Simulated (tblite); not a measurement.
Species: C6H6NS2 (doublet state).
Z-matrix (Å and degrees, GFN2-xTB geometry), rows numbered from 1:
```
C 
N   1  1.4205
C   2  1.2690  1  120.30
C   3  1.4288  2  120.77  1   179.91
C   4  1.3919  3  127.30  2    -0.47
C   5  1.3795  4  113.44  3  -179.66
C   6  1.3981  5  113.67  4    -0.11
S   7  1.6683  6  127.43  5  -179.90
S   4  1.7276  3  121.09  2   179.76
H   1  1.0915  2  108.08  3  -123.47
H   1  1.0917  2  108.06  3   120.84
H   1  1.0985  2  113.92  3    -1.26
H   3  1.0999  2  123.07  1     0.05
H   5  1.0744  4  121.18  3     0.31
H   6  1.0750  5  125.15  4   179.82
```

The geometry is computed with GFN2-xTB (gas phase). This method treats the open shell by occupation alone, without spin polarisation.

Masses are those of the commonest isotopes; rigid-rotor values at the optimised geometry. The values belong to one conformer with, in the numbering `[CH3:1]/[N:2]=[CH:3]/[c:4]1[cH:5][cH:6][c:7]([S:8])[s:9]1`, N2–C3–C4–C5 0°.

Question: Give the principal moments of inertia and the rotational constants in cm⁻¹.

Answer: Ia = 106.35, Ib = 931.01, Ic = 1034.25 u·Å²; 505379 MHz·u·Å²/I gives 4752, 542.8 and 488.6 MHz, that is A = 0.15851, B = 0.01811, C = 0.01630 cm⁻¹.

Question: Classify the top.

Answer: A near-prolate asymmetric top: κ = (2 × 542.8 − 4752 − 488.6)/(4752 − 488.6) = -0.97.

Question: Is it planar, by Δ = Ic − Ia − Ib?

Answer: Not planar: Δ = Ic − Ia − Ib = -3.11 u·Å². For a rigid frame Δ = −2 Σ m c², so Σ m c² = 1.56 u·Å² lies off the ab plane, practically all of it from hydrogen. The atom farthest from that plane is 0.89 Å away.

Question: Give the other two planar moments, Paa and Pbb, and the rms extents of the mass along the axes.

Answer: Paa = Σ m a² = (Ib + Ic − Ia)/2 = 929.45 and Pbb = Σ m b² = (Ia + Ic − Ib)/2 = 104.79 u·Å². With the mass M = 155.99 u, the rms extents √(P/M) along a, b and c are 2.44, 0.82, 0.10 Å.

Question: Where do the levels up to J = 3 lie, in cm⁻¹?

Answer: Above 0(0,0):
J = 1: 1(0,1) 0.0344, 1(1,1) 0.1748, 1(1,0) 0.1766
J = 2: 2(0,2) 0.1032, 2(1,2) 0.2418, 2(1,1) 0.2472, 2(2,1) 0.6684, 2(2,0) 0.6685
J = 3: 3(0,3) 0.2064, 3(1,3) 0.3423, 3(1,2) 0.3532, 3(2,2) 0.7717, 3(2,1) 0.7718, 3(3,1) 1.4782, 3(3,0) 1.4782
Those of J = 1 are B + C, A + C and A + B.

For this open shell read J as N, the rotation without spin; fine and hyperfine splittings come on top. Its GFN2-xTB frequencies are all real (lowest 59 cm⁻¹). Zero-point vibration and centrifugal distortion are left out.
